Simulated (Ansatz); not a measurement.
Cost and result for the atomization energy of C4H16BNSi2 (`BN([SiH2]C)[Si](C)(C)C`) (24 atoms, 23 bonds).

Z-matrix (Å, degrees):
```
Si
N 1 1.757
C 1 1.862 2 111.4
H 1 1.485 2 109.3 3 -122.5
H 1 1.490 2 107.7 3 120.2
B 2 1.405 1 115.6 3 76.7
Si 2 1.769 1 120.6 3 -101.6
H 3 1.093 1 110.4 2 -60.4
H 3 1.093 1 110.8 2 59.5
H 3 1.093 1 110.8 2 179.7
H 6 1.198 2 121.5 1 -178.4
H 6 1.205 2 119.3 1 1.4
C 7 1.864 2 110.5 1 169.9
C 7 1.872 2 107.9 1 50.1
C 7 1.868 2 108.7 1 -69.3
H 13 1.092 7 112.0 2 63.2
H 13 1.092 7 111.8 2 -58.0
H 13 1.094 7 109.0 2 -177.4
H 14 1.093 7 111.9 2 -60.0
H 14 1.094 7 110.4 2 -179.7
H 14 1.093 7 111.0 2 60.9
H 15 1.093 7 111.5 2 58.7
H 15 1.094 7 110.8 2 178.8
H 15 1.093 7 110.7 2 -61.5
```

Charge 0, multiplicity 1. The structure was optimised at the PBE0-D4/def2-TZVP level. It is one conformer, not always the lowest. Program: Ansatz. All runs use 5 threads of an AMD EPYC 7R13 on a shared host and a share of an NVIDIA H100 80 GB. Times are those of one run each, without the atoms' runs, and a repeat can differ threefold. Electronic energies, without spin–orbit coupling; frozen cores. CCSD(T)/CBS adds CCSD(T) − MP2 in def2-TZVPP to the MP2 limit, and its time is that of the two runs behind it. T1 = 0.011. B3LYP takes the VWN-RPA correlation (the form of Gaussian; ORCA's B3LYP/G).

CCSD(T)/CBS is a level of theory with its own doubt, some kJ/mol a heavy atom from the limit and from the frozen cores, so smaller differences don't rank the functionals.

```
                            level  functions  wall time
             revPBE-D4/def2-TZVPP        494      4.7 s
  PBE-D4/def2-TZVPP (with forces)        494        6 s
               PBE0-D4/def2-TZVPP        494        7 s
                B97M-V/def2-TZVPP        494        8 s
           LDA (SPW92)/def2-TZVPP        494      9.5 s
                 CCSD(T)/def2-SVP        200       10 s
               ωB97X-V/def2-TZVPP        494       11 s
                B2PLYP/def2-TZVPP        494       11 s
B3LYP-D4/def2-TZVPP (with forces)        494       11 s
                   MP2/def2-QZVPP        962       13 s
              PBE-QIDH/def2-TZVPP        494       14 s
               CCSD(T)/def2-TZVPP        494       36 s
                CCSD(T)/CBS(def2)          –       49 s
```

(1) What atomization energy does each give, and how far from CCSD(T)/CBS? (An estimate is asked.)

Answers

(1) Ansatz gave: 
```
                            level  atomization (kJ/mol)  difference from CCSD(T)/CBS  per bond
             revPBE-D4/def2-TZVPP                8971.3                        -84.1      -3.7
  PBE-D4/def2-TZVPP (with forces)                9135.0                         79.6       3.5
               PBE0-D4/def2-TZVPP                9069.2                         13.8       0.6
                B97M-V/def2-TZVPP                9090.6                         35.2       1.5
           LDA (SPW92)/def2-TZVPP               10127.4                       1072.0      46.6
                 CCSD(T)/def2-SVP                8594.9                       -460.5     -20.0
               ωB97X-V/def2-TZVPP                9093.0                         37.6       1.6
                B2PLYP/def2-TZVPP                8965.0                        -90.4      -3.9
B3LYP-D4/def2-TZVPP (with forces)                9082.5                         27.1       1.2
                   MP2/def2-QZVPP                9033.9                        -21.5      -0.9
              PBE-QIDH/def2-TZVPP                9018.8                        -36.6      -1.6
               CCSD(T)/def2-TZVPP                8852.0                       -203.4      -8.8
                CCSD(T)/CBS(def2)                9055.4                          0.0       0.0
```

From BLYP to BHLYP (50 % exact exchange), in def2-TZVPP and without D4, the atomization energy moves by −18.3 kJ/mol: exact exchange takes away binding that semilocal exchange gives to molecules. At CCSD(T), def2-SVP lies −460.6 kJ/mol from the extrapolated value and def2-TZVPP −203.4 kJ/mol: correlation converges slowly with the basis, and small sets miss more of it in the bonded molecule than in its fragments. The D4 term adds +104.9 kJ/mol with B3LYP and +57.3 kJ/mol with PBE0; it sums over pairs of atoms, weighted by their polarisabilities, and B3LYP, whose exchange is more repulsive, gets the larger term.
